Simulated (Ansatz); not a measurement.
Molecule: sum formula ZnOH, net charge 1, singlet state. 
Structure (B3LYP-D3(BJ)/def2-TZVP (Ansatz, an electronic-structure program) minimum search):
SMILES: [Zn+][OH]
```xyz
3

Zn    -0.3083    -0.1521    -0.2402
O      1.0250     0.3996     0.7871
H      1.0481     1.3651     0.9097
```
Charge +1, spin multiplicity 1.

Quantity: vertical triplet-singlet gap (E(triplet) - E(singlet); each state is the SCF solution reached for its spin; for the singlet T1 is 0.026), in kcal/mol. Correlated levels leave the core frozen unless marked. UHF or UKS for open shells. No spin-orbit coupling. The frozen core is the preceding noble-gas configuration, with the filled d and f shells of earlier blocks. No relativistic terms. CBS marks a two-point X^-3 extrapolation of the correlation energy; Hartree-Fock from the larger set. The bracket is a focal-point correction in the basis named.

```json
[
 {"level": "HF/def2-QZVPPD", "program": "Ansatz", "vertical triplet-singlet gap (kcal/mol)": "19.8", "minus last row": "-33.8"},
 {"level": "SVWN5/def2-TZVPD", "program": "Ansatz", "vertical triplet-singlet gap (kcal/mol)": "58.0", "minus last row": "4.4"},
 {"level": "r2SCAN/def2-TZVPD", "program": "Ansatz", "vertical triplet-singlet gap (kcal/mol)": "45.1", "minus last row": "-8.5"},
 {"level": "B3LYP/def2-TZVPD", "program": "Ansatz", "vertical triplet-singlet gap (kcal/mol)": "48.6", "minus last row": "-5.0"},
 {"level": "PBE0/def2-TZVPD", "program": "Ansatz", "vertical triplet-singlet gap (kcal/mol)": "47.6", "minus last row": "-6.0"},
 {"level": "BHLYP/def2-TZVPD", "program": "Ansatz", "vertical triplet-singlet gap (kcal/mol)": "40.4", "minus last row": "-13.2"},
 {"level": "CAM-B3LYP/def2-TZVPD", "program": "Ansatz", "vertical triplet-singlet gap (kcal/mol)": "46.8", "minus last row": "-6.8"},
 {"level": "wB97M-V/def2-TZVPD", "program": "Ansatz", "vertical triplet-singlet gap (kcal/mol)": "51.9", "minus last row": "-1.7"},
 {"level": "B2PLYP/def2-TZVPD", "program": "Ansatz", "vertical triplet-singlet gap (kcal/mol)": "52.4", "minus last row": "-1.2"},
 {"level": "MP2/def2-TZVPPD", "program": "Ansatz", "vertical triplet-singlet gap (kcal/mol)": "59.3", "minus last row": "5.7"},
 {"level": "MP2/def2-QZVPPD", "program": "Ansatz", "vertical triplet-singlet gap (kcal/mol)": "60.2", "minus last row": "6.6"},
 {"level": "MP2/CBS(def2-TZVPPD,def2-QZVPPD)", "program": "Ansatz", "vertical triplet-singlet gap (kcal/mol)": "60.2", "minus last row": "6.6"},
 {"level": "RI-MP2/def2-QZVPPD", "program": "Ansatz", "vertical triplet-singlet gap (kcal/mol)": "60.2", "minus last row": "6.6"},
 {"level": "SCS-MP2/def2-TZVPPD", "program": "Ansatz", "vertical triplet-singlet gap (kcal/mol)": "58.0", "minus last row": "4.4"},
 {"level": "CCSD/def2-QZVPPD", "program": "Ansatz", "vertical triplet-singlet gap (kcal/mol)": "50.3", "minus last row": "-3.3"},
 {"level": "CCSD/CBS(def2-TZVPPD,def2-QZVPPD)", "program": "Ansatz", "vertical triplet-singlet gap (kcal/mol)": "49.9", "minus last row": "-3.7"},
 {"level": "CCSD(T)/def2-SVPD", "program": "Ansatz", "vertical triplet-singlet gap (kcal/mol)": "55.4", "minus last row": "1.8"},
 {"level": "CCSD(T)/def2-TZVPPD", "program": "Ansatz", "vertical triplet-singlet gap (kcal/mol)": "53.5", "minus last row": "-0.1"},
 {"level": "RI-MP2/CBS(def2-TZVPPD,def2-QZVPPD)+[CCSD(T)-MP2]/def2-TZVPPD", "program": "Ansatz", "vertical triplet-singlet gap (kcal/mol)": "54.4", "minus last row": "0.8"},
 {"level": "RI-MP2/CBS(def2-TZVPPD,def2-QZVPPD)+[CCSD(T)-MP2]/def2-QZVPPD", "program": "Ansatz", "vertical triplet-singlet gap (kcal/mol)": "53.9", "minus last row": "0.3"},
 {"level": "CCSD(T)/CBS(def2-TZVPPD,def2-QZVPPD)", "program": "Ansatz", "vertical triplet-singlet gap (kcal/mol)": "53.6", "minus last row": "0.0"}
]
```
